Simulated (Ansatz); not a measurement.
`C=C=C(C)S` and `C=C=C(C)BCl` differ in one atom or group.

Ansatz, PBE0-D4/def2-TZVP geometries, multiplicity 1. Each molecule was computed in one conformer, which needn't be the lowest.

| property | `C=C=C(C)S` |
| --- | --- |
| HOMO energy (PBE0/def2-TZVPP) / eV | -6.30 |
| HOMO energy (PBE/def2-TZVPP) / eV | -5.20 |
| HOMO energy (ωB97M-V/def2-TZVPP) / eV | -8.42 |
| LUMO energy (PBE0/def2-TZVPP) / eV | -0.27 |
| LUMO energy (ωB97M-V/def2-TZVPP) / eV | 1.82 |
| HOMO–LUMO gap (PBE0/def2-TZVPP) / eV | 6.04 |

Q: Give the same properties after the change, and the shifts. (Estimate.)

A: The calculation gave: 
```json
{"property": "HOMO energy (PBE0/def2-TZVPP) / eV", "`C=C=C(C)BCl`": "-7.84", "shift": "-1.54"}
{"property": "HOMO energy (PBE/def2-TZVPP) / eV", "`C=C=C(C)BCl`": "-6.63", "shift": "-1.43"}
{"property": "HOMO energy (ωB97M-V/def2-TZVPP) / eV", "`C=C=C(C)BCl`": "-9.99", "shift": "-1.57"}
{"property": "LUMO energy (PBE0/def2-TZVPP) / eV", "`C=C=C(C)BCl`": "-1.74", "shift": "-1.47"}
{"property": "LUMO energy (ωB97M-V/def2-TZVPP) / eV", "`C=C=C(C)BCl`": "0.29", "shift": "-1.53"}
{"property": "HOMO–LUMO gap (PBE0/def2-TZVPP) / eV", "`C=C=C(C)BCl`": "6.11", "shift": "0.07"}
```

With PBE0 the HOMO falls by 1.54 eV and the LUMO falls by 1.47 eV, so the gap widens by about 0.07 eV. PBE moves the HOMO by -1.43 eV and ωB97M-V by -1.57 eV.
